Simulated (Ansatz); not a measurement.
Cartesian coordinates in Å:
```
F 1.632 1.483 0.224
Si 1.206 -0.020 -0.056
F 1.694 -0.401 -1.520
Si -1.138 -0.155 0.029
Cl -1.685 0.147 1.980
Cl -1.938 1.296 -1.165
H 1.915 -0.890 0.908
H -1.686 -1.461 -0.399
```

The species carries charge 0 and has multiplicity 1.

Question: List the B3LYP/def2-TZVPP orbital energies in eV (Ansatz). (An estimate is asked.)

Answer: Computed: Occupied: -2763.02, -2763.00, -1801.22, -1801.21, -672.13, -672.10, -257.77, -257.75, -196.79, -196.77, -196.66, -196.65, -196.64, -196.63, -145.58, -145.56, -100.94, -100.94, -100.90, -100.89, -100.84, -100.83, -33.34, -32.86, -23.49, -22.86, -16.35, -14.97, -14.09, -13.51, -13.23, -12.47, -12.14, -11.72, -11.54, -11.47, -10.39, -9.63, -9.59, -9.33, -8.31. Lowest empty: -1.30, -1.19, 0.11, 0.74, 1.24, 1.59, 2.28, 3.24.

B3LYP here is the variant with VWN-RPA as its local correlation; programs differ in this.
